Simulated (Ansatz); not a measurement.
Program: Ansatz 0.2.0.

A structure relaxed at PBE0-D4/def2-TZVP, charge 0, multiplicity 1:

Cartesian coordinates in Å:
```
C -0.855 1.678 1.222
B -0.531 0.170 0.940
N 0.137 -0.336 -0.190
C 0.634 0.486 -1.285
Si 0.441 -2.047 -0.373
H -1.932 1.793 1.389
H -0.556 2.401 0.460
H -0.386 1.975 2.167
H -0.874 -0.647 1.755
H 1.722 0.402 -1.379
H 0.193 0.179 -2.239
H 0.391 1.535 -1.124
H -0.108 -2.783 0.786
H -0.184 -2.526 -1.638
H 1.907 -2.281 -0.490
```

Question: Give its formula and SMILES.

Answer: C2H10BNSi, `CBN(C)[SiH3]`.

Question: Point group (tolerance 0.08 Å, 0.16 Å for H)?

Answer: Cs.

Question: Summarise the bond lengths by kind.

Answer: 1 × B–C 1.568 Å; 6 × C–H 1.088 to 1.096 Å; 1 × B–N 1.407 Å; 1 × B–H 1.203 Å; 1 × C–N 1.457 Å; 1 × N–Si 1.747 Å; 3 × H–Si 1.479 to 1.489 Å.
